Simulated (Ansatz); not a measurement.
Geometry optimisation, RKS B3LYP/def2-SVP (Ansatz 0.2.0).

input.yaml

```yaml
crystal:
  periodic: [false, false, false]
  atoms:
    - { symbol: B, position_ang: [0.0635, -0.1847, 0.1706] }
    - { symbol: Cl, position_ang: [1.4641, -0.0523, 1.8246] }
    - { symbol: C, position_ang: [0.8726, -0.1204, -1.1872] }
    - { symbol: C, position_ang: [-1.2006, 0.7072, 0.4988] }
    - { symbol: H, position_ang: [0.4043, -1.2578, 1.1052] }
    - { symbol: H, position_ang: [-0.257, -1.6314, 0.4861] }
    - { symbol: H, position_ang: [1.1795, 0.8979, -1.4184] }
    - { symbol: H, position_ang: [1.7734, -0.7273, -1.1705] }
    - { symbol: H, position_ang: [0.269, -0.4596, -2.0274] }
    - { symbol: H, position_ang: [-1.6377, 0.4863, 1.4697] }
    - { symbol: H, position_ang: [-0.9477, 1.7656, 0.4969] }
    - { symbol: H, position_ang: [-1.9833, 0.5766, -0.2485] }
basis:
  gaussian: { orbitals: def2-SVP }
hamiltonian:
  xc: b3lyp
relax:
  f_tol: 0.15
  max_steps: 25
  restrain:
    - { distance: [0, 5], at: 2.45, k: 30.0 }
    - { distance: [4, 1], at: 2.63, k: 30.0 }
    - { distance: [0, 1], at: 1.86, k: 30.0 }
    - { distance: [4, 5], at: 0.62, k: 30.0 }
```

Launched with:

```bash
$ ansatz run input.yaml --threads 2 --pin off --max-ram 3072MiB --backend cpu --events-out ev --progress --plain --runs-dir out
```

Task: Where does it end, and by what steps?

Result: It converged. The restraints hold the end off the free minimum. After 6 steps the energy has fallen by 1.154 eV (the restraints' own energy left out); H5 moved furthest, 0.74 Å. Joined: H5–H6.

```json
{"step": "0", "energy less start (eV)": "0.0000", "largest force component (eV/Å)": "1.108", "accepted": "yes"}
{"step": "1", "energy less start (eV)": "-0.2811", "largest force component (eV/Å)": "1.325", "accepted": "yes"}
{"step": "2", "energy less start (eV)": "-0.4755", "largest force component (eV/Å)": "1.962", "accepted": "yes"}
{"step": "3", "energy less start (eV)": "-0.8169", "largest force component (eV/Å)": "2.340", "accepted": "yes"}
{"step": "4", "energy less start (eV)": "-1.1267", "largest force component (eV/Å)": "1.676", "accepted": "yes"}
{"step": "5", "energy less start (eV)": "-1.1455", "largest force component (eV/Å)": "1.799", "accepted": "yes"}
{"step": "6", "energy less start (eV)": "-1.1545", "largest force component (eV/Å)": "1.732", "accepted": "yes"}
```

```xyz
12
Properties=species:S:1:pos:R:3
B 0.309 0.276 0.246
Cl 1.450 0.242 1.686
C 0.925 -0.034 -1.163
C -1.149 0.794 0.510
H 0.096 -1.929 1.047
H -0.372 -2.066 0.541
H 1.271 0.932 -1.582
H 1.802 -0.696 -1.135
H 0.186 -0.431 -1.877
H -1.543 0.516 1.499
H -1.108 1.901 0.496
H -1.867 0.495 -0.269
```

Whether the end is a true minimum wasn't checked by a vibrational analysis.

The run took 16 s on 2 threads of Arm Neoverse V2 (shared host), peak memory 0.2 GiB.
